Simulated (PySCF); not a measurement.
GeH5O4, SMILES [OH][Ge]([OH])([OH])[OH2+], charge +1. Geometry: PBE-D3(BJ)/def2-SVP. The isomer is the one that the SMILES or the coordinates give; other isomers of the formula were not compared. One conformer was computed; it need not be the lowest.

**Question.** Give the equilibrium geometry at PBE-D3(BJ)/def2-SVP (PySCF confirms it by a frequency run) as a Z-matrix. (Estimate from the structure and the level; the computed values follow.)

**Answer.** One answer among several that fit: 
```
Ge
O 1 1.7398
H 2 0.9808 1 115.12
O 1 1.7418 2 113.49 3 -166.66
H 4 0.9811 1 114.16 2 14.40
O 1 1.7487 2 121.89 3 -12.59
H 6 0.9800 1 115.60 2 -102.20
O 1 1.9979 2 104.61 3 86.37
H 8 0.9836 1 117.66 2 95.68
H 8 0.9852 9 108.86 1 -130.55
```
Charge +1, spin multiplicity 1.
